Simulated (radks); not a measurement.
Fractional charge and spin in the 4p shell of palladium: the spin-up occupation runs from 2 to 3 and the spin-down occupation from 2 to 3; the fullest corner is Pd3+, [Ar] 3d10 4s2 4d(up 3.5, down 3.5) 4p(up 3, down 3). Method: scalar-relativistic Kohn-Sham, LDA (Slater exchange, Perdew-Wang correlation), spin-polarised, spherical densities, point nucleus; computed with a radial shooting solver on a logarithmic mesh with Libxc functionals. Energy (eV) minus the two flat planes that join the four corners (they meet along the diagonal where the two added fractions sum to one electron); zero is where a piecewise linear energy would lie.

down \ up,2,2.5,3
2,0.000,-2.331,0.000
2.5,-2.331,0.260,-2.197
3,0.000,-2.197,0.000

Corners above the fullest one (they belong to Pd4+ and the next ion): (up 3, down 2) 100.19 eV, (up 2, down 3) 100.19 eV, (up 2, down 2) 219.55 eV. With half an added electron in each spin the energy lies 0.260 eV from the planes, and with half an added electron in spin up alone -2.331 eV. The planes are only a guide here: the flat-plane condition holds for ground states with one frontier orbital, while this shell lies below other occupied shells, so the corners above the fullest one are inner-hole states and not the ground states of those ions.
